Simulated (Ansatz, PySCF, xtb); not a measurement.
Homolysis of single bonds, series B I-H. All species are isolated molecules in the gas phase. Strings in code marks are SMILES.

Quantity: homolytic bond dissociation enthalpy at 298 K (no spin–orbit term), in kJ/mol. Enthalpy corrections at 298 K come from GFN2-xTB frequencies (xtb).

Level 1: PBE-D3(BJ)/def2-TZVP // PBE0-D3(BJ)/def2-TZVP (PySCF)
Level 2: PBE0-D3(BJ)/def2-TZVP (PySCF)
Level 3: frozen-core MP2/def2-TZVPP // PBE0-D3(BJ)/def2-TZVP (Ansatz, a first-principles code)
Level 4: BP86/6-31G* (LANL2DZ on I) // PBE0-D3(BJ)/def2-TZVP (PySCF)

```json
[
 {"species": "I–B bond of `IB(I)I`, giving `I[B]I` and `[I]`", "level 2": "349.0", "level 3": "379.7", "level 4": "335.0"},
 {"species": "B–I bond of `BI`, giving `[BH2]` and `[I]`", "level 2": "390.7", "level 3": "401.1", "level 4": "385.1"},
 {"species": "I–B bond of `IBI`, giving `[BH]I` and `[I]`", "level 2": "371.1", "level 3": "392.3", "level 4": "361.7"}
]
```

What does level 1 give for each?


- I–B bond of `IB(I)I`, giving `I[B]I` and `[I]`: 353.6
- B–I bond of `BI`, giving `[BH2]` and `[I]`: 401.5
- I–B bond of `IBI`, giving `[BH]I` and `[I]`: 378.5
